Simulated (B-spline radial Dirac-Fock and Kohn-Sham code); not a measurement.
The computed values come from a B-spline atomic structure program: configuration-average Dirac-Fock orbitals.

Q: This computed X-ray form factor belongs to an atom or ion in its tabulated ground configuration. Which?

| sin θ/λ (Å⁻¹) | f₀ |
| --- | --- |
| 0.04 | 11.999 |
| 0.08 | 11.995 |
| 0.13 | 11.987 |
| 0.26 | 11.949 |
| 0.33 | 11.918 |
| 1.06 | 11.215 |
| 1.34 | 10.799 |
| 1.69 | 10.212 |
| 3.4 | 7.311 |

A: Hg⁶⁸⁺, with 12 electrons in [Ne] 3s2. f₀ tends to the number of electrons as s goes to zero, which the first rows give only roughly, and the rate of fall reflects the nuclear charge, 80.

Q: This computed X-ray form factor belongs to an atom or ion in its tabulated ground configuration. Which?

```
sin θ/λ (Å⁻¹)      f₀
         0.17  22.865
         0.35  22.438
         0.51  21.829
         0.61  21.351
         0.73  20.691
         1.06  18.510
         2.68   8.391
         3.89   5.651
         4.68   4.803
```

A: Yb⁴⁷⁺, with 23 electrons in [Ar] 3d5. f₀ tends to the number of electrons as s goes to zero, which the first rows give only roughly, and the rate of fall reflects the nuclear charge, 70.
